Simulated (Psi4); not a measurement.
C₆H₁₃ (SMILES [CH2]CCCCC), doublet, geometry from GFN2-xTB; M06/STO-3G run with Psi4 1.11.

Here is a job for Psi4.
```
memory 2 GB

molecule mol {
0 2
C    -2.984304   -0.660411   -0.049732
C    -1.586006   -0.519152    0.380820
C    -0.856917    0.603593   -0.400736
C     0.570746    0.841247    0.087124
C     1.520023   -0.318180   -0.207262
C     2.954014    0.020342    0.182711
H    -3.222592   -1.201581   -0.945144
H    -3.760645   -0.081530    0.411675
H    -1.537857   -0.272486    1.444345
H    -1.046296   -1.453511    0.209286
H    -0.845535    0.345375   -1.461446
H    -1.430415    1.526169   -0.287782
H     0.559206    1.035025    1.162456
H     0.955250    1.739271   -0.404346
H     1.480386   -0.553927   -1.273347
H     1.202748   -1.205457    0.343196
H     3.615865   -0.817095   -0.025815
H     3.016011    0.250377    1.244287
H     3.308535    0.884742   -0.374909
}

set {
  basis sto-3g
  reference uks
}

energy('m06')
print_variables()
```

Write the output that Psi4 gives for this input, abridged.


```
   => Loading Basis Set <=

    Name: STO-3G
    Role: ORBITAL
    Keyword: BASIS

         ---------------------------------------------------------
                                   SCF
               by Justin Turney, Rob Parrish, Andy Simmonett
                          and Daniel G. A. Smith
                              UKS Reference
         ---------------------------------------------------------

  ==> Geometry <==

    Molecular point group: c1
    Full point group: C1

    Geometry (in Angstrom), charge = 0, multiplicity = 2:

       Center              X                  Y                   Z               Mass
    ------------   -----------------  -----------------  -----------------  -----------------
         C           -2.957551179273    -0.658133358661    -0.049237159499    12.000000000000
         C           -1.559253179273    -0.516874358661     0.381314840501    12.000000000000
         C           -0.830164179273     0.605870641339    -0.400241159499    12.000000000000
         C            0.597498820727     0.843524641339     0.087618840501    12.000000000000
         C            1.546775820727    -0.315902358661    -0.206767159499    12.000000000000
         C            2.980766820727     0.022619641339     0.183205840501    12.000000000000
         H           -3.195839179273    -1.199303358661    -0.944649159499     1.007825032230
         H           -3.733892179273    -0.079252358661     0.412169840501     1.007825032230
         H           -1.511104179273    -0.270208358661     1.444839840501     1.007825032230
         H           -1.019543179273    -1.451233358661     0.209780840501     1.007825032230
         H           -0.818782179273     0.347652641339    -1.460951159499     1.007825032230
         H           -1.403662179273     1.528446641339    -0.287287159499     1.007825032230
         H            0.585958820727     1.037302641339     1.162950840501     1.007825032230
         H            0.982002820727     1.741548641339    -0.403851159499     1.007825032230
         H            1.507138820727    -0.551649358661    -1.272852159499     1.007825032230
         H            1.229500820727    -1.203179358661     0.343690840501     1.007825032230
         H            3.642617820727    -0.814817358661    -0.025320159499     1.007825032230
         H            3.042763820727     0.252654641339     1.244781840501     1.007825032230
         H            3.335287820727     0.887019641339    -0.374414159499     1.007825032230

  Running in c1 symmetry.

  Rotational constants: A =      0.35175  B =      0.04565  C =      0.04343 [cm^-1]
  Rotational constants: A =  10545.15456  B =   1368.61279  C =   1301.97278 [MHz]
  Nuclear repulsion =  239.727272259194251

  Charge       = 0
  Multiplicity = 2
  Electrons    = 49
  Nalpha       = 25
  Nbeta        = 24

  ==> Algorithm <==

  SCF Algorithm Type is DF.
  DIIS enabled.
  MOM disabled.
  Fractional occupation disabled.
  Guess Type is SAD.
  Energy threshold   = 1.00e-06
  Density threshold  = 1.00e-06
  Integral threshold = 1.00e-12

  ==> Primary Basis <==

  Basis Set: STO-3G
    Blend: STO-3G
    Number of shells: 31
    Number of basis functions: 43
    Number of Cartesian functions: 43
    Spherical Harmonics?: true
    Max angular momentum: 1

  ==> DFT Potential <==

   => LibXC <=

    Version 7.1.2
    S. Lehtola, C. Steigemann, M. J. T. Oliveira, and M. A. L. Marques,  SoftwareX 7, 1–5 (2018) (10.1016/j.softx.2017.11.002)

   => Composite Functional: M06 <=

    M06 Meta-GGA XC Functional  (10.1007/s00214-007-0310-x)
    Y. Zhao and D. G. Truhlar,  Theor. Chem. Acc., 120, 215, 2008

    Deriv               =              1
    GGA                 =           TRUE
    Meta                =           TRUE

    Exchange Hybrid     =           TRUE
    MP2 Hybrid          =          FALSE

   => Exchange Functionals <=

    1.0000   XC_HYB_MGGA_X_M06

   => Exact (HF) Exchange <=

    0.2700               HF

   => Correlation Functionals <=

    1.0000    XC_MGGA_C_M06

   => LibXC Density Thresholds  <==

    XC_MGGA_C_M06:  1.00E-12
    XC_HYB_MGGA_X_M06:  1.00E-15

   => Molecular Quadrature <=

    Radial Scheme          =       TREUTLER
    Pruning Scheme         =           NONE
    Nuclear Scheme         =       TREUTLER

    Blocking Scheme        =         OCTREE
    BS radius alpha        =              1
    Pruning alpha          =              1
    Radial Points          =             75
    Spherical Points       =            302
    Total Points           =         399242
    Total Blocks           =           2960
    Max Points             =            256
    Max Functions          =             41
    Weights Tolerance      =       1.00E-15

   => Loading Basis Set <=

    Name: (STO-3G AUX)
    Role: JKFIT
    Keyword: DF_BASIS_SCF

  ==> Integral Setup <==

  SCF_SUBTYPE=INCORE selected. In-core MEM_DF algorithm will be used.
  Using in-core AOs.

  ==> MemDFJK: Density-Fitted J/K Matrices <==

    J tasked:                   Yes
    K tasked:                   Yes
    wK tasked:                   No
    Algorithm:                 Core
    Schwarz Cutoff:           1E-12
    Mask sparsity (%):       1.8388
    Fitting Condition:        1E-10

   => Auxiliary Basis Set <=

  Basis Set: (STO-3G AUX)
    Blend: DEF2-UNIVERSAL-JKFIT
    Number of shells: 228
    Number of basis functions: 684
    Number of Cartesian functions: 794
    Spherical Harmonics?: true
    Max angular momentum: 4

  Minimum eigenvalue in the overlap matrix is 1.9591060424E-01.
  Reciprocal condition number of the overlap matrix is 7.4047018549E-02.
    Using symmetric orthogonalization.

  ==> Pre-Iterations <==

  SCF Guess: Superposition of Atomic Densities via on-the-fly atomic UHF (no occupation information).

   -------------------------
    Irrep   Nso     Nmo
   -------------------------
     A         43      43
   -------------------------
    Total      43      43
   -------------------------

  ==> Iterations <==

                           Total Energy        Delta E     RMS |[F,P]|

   @DF-UKS iter SAD:  -229.58308727844204   -2.29583e+02   0.00000e+00
   @DF-UKS iter   1:  -233.31265270664301   -3.72957e+00   1.84794e-03 DIIS/ADIIS
   @DF-UKS iter   2:  -233.31810740269233   -5.45470e-03   1.16723e-03 DIIS/ADIIS
   @DF-UKS iter   3:  -233.31976788350551   -1.66048e-03   2.73851e-04 DIIS/ADIIS
   @DF-UKS iter   4:  -233.31994547429125   -1.77591e-04   6.34225e-05 DIIS
   @DF-UKS iter   5:  -233.31995241813146   -6.94384e-06   2.62380e-05 DIIS
   @DF-UKS iter   6:  -233.31995345630696   -1.03818e-06   4.42522e-06 DIIS
   @DF-UKS iter   7:  -233.31995348640589   -3.00989e-08   1.91396e-06 DIIS
   @DF-UKS iter   8:  -233.31995349224312   -5.83722e-09   3.60305e-07 DIIS
  Energy and wave function converged.

  ==> Post-Iterations <==

   Electrons on quadrature grid:
      Nalpha   =   25.0000368902 ; deviation = 3.689e-05
      Nbeta    =   24.0000378698 ; deviation = 3.787e-05
      Ntotal   =   49.0000747600 ; deviation = 7.476e-05

   @Spin Contamination Metric:   6.331671704E-03
   @S^2 Expected:                7.500000000E-01
   @S^2 Observed:                7.563316717E-01
   @S   Expected:                5.000000000E-01
   @S   Observed:                5.000000000E-01

    Orbital Energies [Eh]
    ---------------------

    Alpha Occupied:

[...]
      25A     -0.130782

    Alpha Virtual:

[...]
    Beta Occupied:

[...]
    Beta Virtual:

[...]
      43A      0.607775

    Final Occupation by Irrep:
              A
    DOCC [    24 ]
    SOCC [     1 ]
    NA   [    25 ]
    NB   [    24 ]

  @DF-UKS Final Energy:  -233.31995349224312

   => Energetics <=

    Nuclear Repulsion Energy =            239.7272722591942511
    One-Electron Energy =                -788.7514026954636392
    Two-Electron Energy =                 343.2495603453974695
    DFT Exchange-Correlation Energy =     -27.5453834013711614
    Empirical Dispersion Energy =           0.0000000000000000
    VV10 Nonlocal Energy =                  0.0000000000000000
    Total Energy =                       -233.3199534922430871

  UHF NO Occupations:
  HONO-2 :   23  A 1.9988665
  HONO-1 :   24  A 1.9987214
  HONO-0 :   25  A 1.0000000
  LUNO+0 :   26  A 0.0012786
  LUNO+1 :   27  A 0.0011335
  LUNO+2 :   28  A 0.0006175
  LUNO+3 :   29  A 0.0001154

Computation Completed

Properties will be evaluated at   0.000000,   0.000000,   0.000000 [a0]

Properties computed using the SCF density matrix

 Multipole Moments:

 ------------------------------------------------------------------------------------
     Multipole            Electronic (a.u.)      Nuclear  (a.u.)        Total (a.u.)
 ------------------------------------------------------------------------------------

 L = 1.  Multiply by 2.5417464519 to convert [e a0] to [Debye]
 Dipole X            :         -2.4052651            2.4772140            0.0719490
 Dipole Y            :         -0.1677755            0.2109131            0.0431376
 Dipole Z            :         -0.0564000            0.0458319           -0.0105681
 Magnitude           :                                                    0.0845529

 ------------------------------------------------------------------------------------

  Variable Map:
  ----------------------------------------------------------------------------
[...]
  Array Variable Map:
  ----------------------------------------------------------------------------
[...]
[...]
```
